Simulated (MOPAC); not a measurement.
A run for MOPAC: PM3 on ClH7Si2 (a complex), monomers drawn apart or pushed together.

```
PM3 1SCF PRECISE CHARGE=0 THREADS=1
ClH7Si2

Si     0.04874445 1     0.00566945 1     0.02378797 1
H      0.53973453 1    -1.38819971 1     0.05790655 1
H      0.06935450 1     0.50378241 1    -1.37126734 1
H      0.92632966 1     0.86328202 1     0.85211315 1
H     -1.33320496 1     0.06924721 1     0.54633631 1
Si     0.15931431 1     0.98334235 1     6.97918392 1
Cl     0.04616593 1    -1.03439699 1     6.53761623 1
H     -0.83754741 1     1.69703587 1     6.15932523 1
H      1.52208682 1     1.45368137 1     6.66770867 1
H     -0.13243024 1     1.15451417 1     8.41587380 1
```

It printed:

```
*******************************************************************************
 **                                                                           **
 **                              MOPAC v23.2.5                                **
 **                                                                           **
 *******************************************************************************
 ** MOPAC's Digital Object Identifier: https://doi.org/10.5281/zenodo.6511958 **
 **                                                                           **
 ** Please cite the open-source release paper for use of this MOPAC version:  **
 ** J. E. Moussa and J. J. P. Stewart (2026)                                  **
 ** MOPAC: An open-source semiempirical molecular orbital program             **
 ** J. Open Source Softw., 11(119), 8025, https://doi.org/10.21105/joss.08025 **
 *******************************************************************************

                              PM3 CALCULATION RESULTS

 *******************************************************************************
 *  PM3        - The PM3 Hamiltonian to be used
 *
 *
 *
 *                 CHARGE ON SYSTEM = 0
 *
 *
 *
 *  PRECISE    - TIGHTER CRITERIA TO BE USED
 *  1SCF       - DO 1 SCF AND THEN STOP
 *  THREADS=1  - MULTI-THREADING NOT USED
 *  T=         - A TIME OF 172800.0 SECONDS REQUESTED
 *  DUMP=N     - RESTART FILE WRITTEN EVERY 7200.0 SECONDS REQUESTED
 *******************************************************************************
PM3 1SCF PRECISE CHARGE=0 THREADS=1
 ClH7Si2

   ATOM   CHEMICAL          X               Y               Z
  NUMBER   SYMBOL      (ANGSTROMS)     (ANGSTROMS)     (ANGSTROMS)

     1      Si          0.04874445  *   0.00566945  *   0.02378797  *
     2       H          0.53973453  *  -1.38819971  *   0.05790655  *
     3       H          0.06935450  *   0.50378241  *  -1.37126734  *
     4       H          0.92632966  *   0.86328202  *   0.85211315  *
     5       H         -1.33320496  *   0.06924721  *   0.54633631  *
     6      Si          0.15931431  *   0.98334235  *   6.97918392  *
     7      Cl          0.04616593  *  -1.03439699  *   6.53761623  *
     8       H         -0.83754741  *   1.69703587  *   6.15932523  *
     9       H          1.52208682  *   1.45368137  *   6.66770867  *
    10       H         -0.13243024  *   1.15451417  *   8.41587380  *



          CARTESIAN COORDINATES

    NO.       ATOM           X           Y           Z

     1        Si          0.0487      0.0057      0.0238
     2         H          0.5397     -1.3882      0.0579
     3         H          0.0694      0.5038     -1.3713
     4         H          0.9263      0.8633      0.8521
     5         H         -1.3332      0.0692      0.5463
     6        Si          0.1593      0.9833      6.9792
     7        Cl          0.0462     -1.0344      6.5376
     8         H         -0.8375      1.6970      6.1593
     9         H          1.5221      1.4537      6.6677
    10         H         -0.1324      1.1545      8.4159

  H: (PM3): J. J. P. STEWART, J. COMP. CHEM. 10, 209 (1989).
 Si: (PM3): J. J. P. STEWART, J. COMP. CHEM. 10, 209 (1989).
 Cl: (PM3): J. J. P. STEWART, J. COMP. CHEM. 10, 209 (1989).

           Empirical Formula: H7 Si2 Cl  =    10 atoms



      MOLECULAR POINT GROUP   :   C1


      RHF CALCULATION, NO. OF DOUBLY OCCUPIED LEVELS = 11


 -------------------------------------------------------------------------------
 PM3 1SCF PRECISE CHARGE=0 THREADS=1
 ClH7Si2



     1SCF WAS SPECIFIED, SO BFGS WAS NOT USED
     SCF FIELD WAS ACHIEVED


                              PM3 CALCULATION
                                                       MOPAC v23.2.5 Linux




          FINAL HEAT OF FORMATION =        -15.04405 KCAL/MOL =     -62.94432 KJ/MOL


          COSMO AREA              =        177.66 SQUARE ANGSTROMS
          COSMO VOLUME            =        153.84 CUBIC ANGSTROMS

          IONIZATION POTENTIAL    =         10.204571 EV
          HOMO LUMO ENERGIES (EV) =        -10.205 -0.204
          NO. OF FILLED LEVELS    =         11
          MOLECULAR WEIGHT        =         98.6793         POINT GROUP:  C1

          MOLECULAR DIMENSIONS (Angstroms)

            Atom       Atom       Distance
            H    10    H     3     9.81083
            H     5    H     9     3.13763
            H     8    H     2     2.92900


          SCF CALCULATIONS        =          1





   ATOM   CHEMICAL          X               Y               Z
  NUMBER   SYMBOL      (ANGSTROMS)     (ANGSTROMS)     (ANGSTROMS)

     1      Si          0.04874445  *   0.00566945  *   0.02378797  *
     2       H          0.53973453  *  -1.38819971  *   0.05790655  *
     3       H          0.06935450  *   0.50378241  *  -1.37126734  *
     4       H          0.92632966  *   0.86328202  *   0.85211315  *
     5       H         -1.33320496  *   0.06924721  *   0.54633631  *
     6      Si          0.15931431  *   0.98334235  *   6.97918392  *
     7      Cl          0.04616593  *  -1.03439699  *   6.53761623  *
     8       H         -0.83754741  *   1.69703587  *   6.15932523  *
     9       H          1.52208682  *   1.45368137  *   6.66770867  *
    10       H         -0.13243024  *   1.15451417  *   8.41587380  *

                             CARTESIAN COORDINATES

   1   Si        0.048744450     0.005669450     0.023787970
   2    H        0.539734530    -1.388199710     0.057906550
   3    H        0.069354500     0.503782410    -1.371267340
   4    H        0.926329660     0.863282020     0.852113150
   5    H       -1.333204960     0.069247210     0.546336310
   6   Si        0.159314310     0.983342350     6.979183920
   7   Cl        0.046165930    -1.034396990     6.537616230
   8    H       -0.837547410     1.697035870     6.159325230
   9    H        1.522086820     1.453681370     6.667708670
  10    H       -0.132430240     1.154514170     8.415873800


           Empirical Formula: H7 Si2 Cl  =    10 atoms



      MOLECULAR POINT GROUP   :   C1


                  EIGENVALUES
 -54.90086 -16.67600 -16.40469 -12.72279 -12.72021 -12.10042 -11.75124 -11.73083
 -11.71445 -10.20733 -10.20457  -0.20358   0.70873   0.96703   2.00302   2.00830
   2.27164   2.28932   2.31069


              NET ATOMIC CHARGES AND DIPOLE CONTRIBUTIONS

  ATOM NO.   TYPE          CHARGE      No. of ELECS.   s-Pop       p-Pop
    1         Si           0.472828        3.5272     0.91286     2.61431
    2          H          -0.116095        1.1161     1.11610
    3          H          -0.119926        1.1199     1.11993
    4          H          -0.119307        1.1193     1.11931
    5          H          -0.117498        1.1175     1.11750
    6         Si           0.692923        3.3071     0.93033     2.37675
    7         Cl          -0.297865        7.2979     1.96988     5.32799
    8          H          -0.131207        1.1312     1.13121
    9          H          -0.131499        1.1315     1.13150
   10          H          -0.132353        1.1324     1.13235
 DIPOLE           X         Y         Z       TOTAL
 POINT-CHG.     0.106     1.994     0.447     2.046
 HYBRID         0.015     0.204     0.042     0.209
 SUM            0.121     2.198     0.488     2.255


          ATOMIC ORBITAL ELECTRON POPULATIONS

     Atom    s        px        py        pz
    1 Si   0.91286   0.87200   0.87225   0.87006
    2  H   1.11610
    3  H   1.11993
    4  H   1.11931
    5  H   1.11750
    6 Si   0.93033   0.85984   0.66679   0.85012
    7 Cl   1.96988   1.97944   1.39497   1.95358
    8  H   1.13121
    9  H   1.13150
   10  H   1.13235

 **********************
 *                    *
 * JOB ENDED NORMALLY *
 *                    *
 **********************




 == MOPAC DONE ==
```

The run finished.

Cost: very roughly 0.04 core-seconds.
